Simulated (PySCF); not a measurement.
# Which determinant of KI lies lowest?

Unrestricted PBE0; PySCF, spin-free X2C with a Gaussian nucleus, basis sets K x2c-SVPall, I x2c-SVPall. Outer shells of the fragments: K 4s1; I 4d10 5s2 5p5.

Followed along the bond (rough minima from three points):

```
2Ms+1  unpaired  ⟨S²⟩ at the start  R at minimum (Å)  Te (eV)
    1      none               0.00              3.06     0.00
    3  σ ↑, π ↑               2.00  none in the scan   ≤ 3.39
```

Solutions found at the starting distance of 3.255 Å, counted from the lowest of them; the search is not exhaustive and high or unbound solutions are not listed, so other states can lie among these:

| 2Ms+1 | unpaired | term | E (eV) | ⟨S²⟩ | ⟨Lz²⟩ | μ (D) |
| --- | --- | --- | --- | --- | --- | --- |
| 1 | none | ¹Σ⁺ | 0.00 | 0.00 | 0.00 | -11.50 |
| 3 | σ ↑, π ↑ | ³Π | 3.43 | 2.00 | 1.00 | 3.07 |
| 1 | σ ↑, π ↓ | mixed | 3.45 | 1.00 | 1.00 | 3.24 |
| 3 | σ ↑↑ | ³Σ⁺ | 3.68 | 2.00 | 0.00 | 2.94 |
| 3 | π ↑↑ | mixed | 4.80 | 2.00 | 2.00 | 0.81 |
| 3 | π ↑↑ | mixed | 4.89 | 2.00 | 2.00 | 1.05 |

A term symbol is given only where ⟨S²⟩ and ⟨Lz²⟩ are close to those of a pure state; real π, δ and φ orbitals otherwise mix terms. A positive dipole means K(−)I(+).

The measured ground state is X ¹Σ+ (Huber and Herzberg, Constants of Diatomic Molecules (1979)).

Spin–orbit coupling is left out. Counting both spins, an empty level lies below a filled one in some of these solutions, because spin and occupation are held.
